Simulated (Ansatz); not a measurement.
The same path of C₄H₁₁BS (17 atoms, charge 0, multiplicity 1) was run twice with different band settings. The coordinate that changes most is the dihedral C1–B2–S3–C4.

Level of theory: RKS B3LYP/STO-3G (Ansatz 0.2.0).

Relaxed end points:

```xyz
17
Properties=species:S:1:pos:R:3
C 1.959 -2.717 -0.970
B 1.100 -1.399 -1.121
S 0.586 -0.515 0.294
C -0.361 0.896 -0.446
C -0.773 1.935 0.643
C -1.759 1.355 1.698
H 1.445 -3.566 -1.450
H 2.921 -2.608 -1.499
H 2.179 -3.003 0.069
H 0.810 -1.019 -2.191
H -1.265 0.508 -0.948
H 0.261 1.392 -1.211
H -1.245 2.795 0.137
H 0.132 2.311 1.152
H -2.015 2.122 2.445
H -2.688 1.015 1.216
H -1.306 0.499 2.222
```

```xyz
17
Properties=species:S:1:pos:R:3
C 0.903 -1.663 -2.195
B 1.417 -1.747 -0.704
S 1.054 -0.667 0.620
C -0.067 0.611 -0.113
C -0.505 1.650 0.966
C -1.368 1.025 2.100
H 1.762 -1.644 -2.887
H 0.337 -2.576 -2.445
H 0.265 -0.801 -2.431
H 2.128 -2.631 -0.410
H -0.960 0.125 -0.541
H 0.457 1.136 -0.931
H -1.084 2.445 0.463
H 0.391 2.124 1.404
H -1.653 1.795 2.833
H -2.288 0.581 1.689
H -0.807 0.236 2.624
```

Common settings: spring 5.0 eV/Å²; optimiser quadratic models (default); start path IDPP; force threshold 0.05 eV/Å; end points relaxed.

| run | movable images | climbing image | iteration limit |
| --- | --- | --- | --- |
| 1 | 5 | yes | 40 |
| 2 | 1 | no | 60 |

Task: What does each run give, and how far can it be trusted?

Result: Run 1: converged after 9 iterations, highest image 1.220 eV above the first end. A vibrational analysis at the climbing image gives one clearly imaginary mode, 369i cm⁻¹: a first-order saddle point.
Run 2: converged after 19 iterations, highest image 0.021 eV above the first end. The highest image is an end point: on this band no image between the ends rises above it. So few images can step over the top or miss a turn of the path.
Limits of this set-up: minimal basis.
